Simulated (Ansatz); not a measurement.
# Counterpoise correction, worked out

The pair of HCl (SMILES Cl, atoms 1–2) and Si$_{2}$H$_{6}$O$_{7}$ (SMILES O[Si](O)(O)O[Si](O)(O)O, atoms 3–17), both closed shells, in one local arrangement (a lower one may exist), relaxed at PBE0-D4/def2-TZVP:

```xyz
17
angstrom
Cl 0.3361 -0.1531 -3.6063
H 0.4227 0.1968 -2.3618
O -1.7631 -1.5228 -0.0816
Si -0.1405 -1.4329 -0.0608
O 0.4825 -2.5193 -1.0787
O 0.5009 -1.6682 1.4278
O 0.3325 0.0978 -0.4328
Si 0.1918 1.4386 0.5003
O -1.4087 1.4796 0.8358
O 0.5996 2.7824 -0.3061
O 1.1450 1.3065 1.8106
H -2.2153 -0.7301 0.2245
H 0.2305 -2.4633 -2.0040
H 0.2789 -2.4786 1.8881
H -1.7376 2.2056 1.3676
H 1.5191 3.0510 -0.2766
H 1.2253 0.4097 2.1541
```

Ansatz 0.2.0; basis: def2-TZVPPD; cores frozen in the correlated methods.

MP2 total energies in eV:

| system | geometry | basis functions | energy |
| --- | --- | --- | --- |
| pair | pair | all | -42677.66461 |
| HCl | as in the pair | all (partner as ghosts) | -12525.55637 |
| Si$_{2}$H$_{6}$O$_{7}$ | as in the pair | all (partner as ghosts) | -30151.88274 |
| HCl | as in the pair | its own | -12525.52830 |
| Si$_{2}$H$_{6}$O$_{7}$ | as in the pair | its own | -30151.85909 |
| HCl | free (PBE0-D4 minimum) | its own | -12525.53707 |
| Si$_{2}$H$_{6}$O$_{7}$ | free (PBE0-D4 minimum) | its own | -30151.88698 |

(1) Work out the interaction energy with and without the counterpoise correction, the superposition error, and the binding energy from the relaxed fragments.

The T1 diagnostic stays at or below 0.013.

Answers

(1) Without correction: -42677.66461 − (-12525.52830) − (-30151.85909) = -0.27722 eV.
With correction (each fragment in the whole basis): -42677.66461 − (-12525.55637) − (-30151.88274) = -0.22550 eV = -5.20 kcal/mol.
The superposition error is the difference, 0.05172 eV, 19 % of the uncorrected value: each fragment borrows its partner's functions.
Deformation from the free shapes: 0.00877 eV for HCl and 0.02789 eV for Si$_{2}$H$_{6}$O$_{7}$.
Binding energy from relaxed fragments: -0.22550 + 0.00877 + 0.02789 = -0.18884 eV = -4.35 kcal/mol (electronic, without zero-point energy; negative means bound). For comparison, the corrected interaction energy by CCSD(T) at an estimated basis limit (MP2 extrapolated from triple and quadruple zeta, plus CCSD(T) − MP2 in triple zeta) is -0.239 eV.

For scale, one of the runs: CCSD(T)/def2-TZVPPD, 546 basis functions, launched by `ansatz run in.yaml --threads 11 --pin off --events-out ev --progress --plain --max-ram 174080MiB --backend cuda --devices 0, --max-vram 75GiB`. Time: 41 s of wall clock on 11 CPU threads of an AMD EPYC 7R13 and one NVIDIA H100; the host was shared. Peak host memory: 1.5 GiB.
